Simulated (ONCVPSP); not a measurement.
**Before and after: ONCV potential for zirconium**

* Element: Zr (Z = 40)
* Generator: ONCVPSP 4.0.1
* Type: optimised norm-conserving Vanderbilt (ONCV)
* Functional: LDA (Perdew-Wang 92)
* Relativity: scalar-relativistic
* Frozen core: [Ar] 3d10
* Valence charge: 12
* Reference configuration: 4s2 4p6 4d2.5 5s1.5
* Partial waves: 4s+5s: rc 2.25 bohr, ncon 4, nbas 8, qcut 4.6 1/bohr, 2 projectors; 4p: rc 1.95 bohr, ncon 4, nbas 8, qcut 8.9 1/bohr, 2 projectors, debl 2.4 Ha; 4d: rc 3.00 bohr, ncon 3, nbas 7, qcut 6.3 1/bohr, 2 projectors, debl 0.5 Ha
* Local potential: polynomial inside 1.60 bohr (lpopt 3, dvloc0 2 Ha)
* Core correction: Teter function, fcfact 2.5, rcfact 1.35

Change: local potential polynomial inside 1.60 bohr (lpopt 3, dvloc0 7 Ha).

Cutoffs: the cutoffs (Ha) at which the residual kinetic energy of the hardest occupied pseudo-wave falls to 1 and 0.1 mHa per electron; they do not see the model core or the augmentation charge, which bear on the density cutoff. Errors are all-electron minus pseudo energies relative to the spin-unpolarised reference configuration.

Q: Predict the effect on cutoff, ghosts and configuration errors.

A: The potential gets neither clearly harder nor softer (17 Ha and 23 Ha → 17 Ha and 23 Ha); the errors of the 4 common tests hardly move; the range in which the s phases agree widens (upper end 2.8 → 3.8); neither file shows a bound ghost.

```csv
quantity,base,changed
"cutoff, loose",17 Ha,17 Ha
"cutoff, tight",23 Ha,23 Ha
bound ghosts,none,none
GHOST(+) flags under 300 eV,none,none
"error for 4s2 4p6 4d2 5s2, meV [ΔE -0.52 eV]",+2.6,+2.5
"error for 4s2 4p6 4d2 5s1, meV [ΔE 6.82 eV]",+1.5,+1.4
"error for 4s2 4p6 4d2 5s0, meV [ΔE 20.06 eV]",-4.8,-4.8
"error for 4s2 4p6 4d2 5s0 5p1, meV [ΔE 10.63 eV]",-0.6,-0.8
s: phases at 2.28 bohr within 0.05 rad from the reference energy up to (Ha; the scan ends near 5),2.8,3.8
p: phases at 1.97 bohr within 0.05 rad from the reference energy up to (Ha; the scan ends near 5),to the end of the scan,to the end of the scan
d: phases at 3.04 bohr within 0.05 rad from the reference energy up to (Ha; the scan ends near 5),3.3,3.2
"rms error of d²Exc/dni dnj with the model core, mHa",1.21,1.21
```
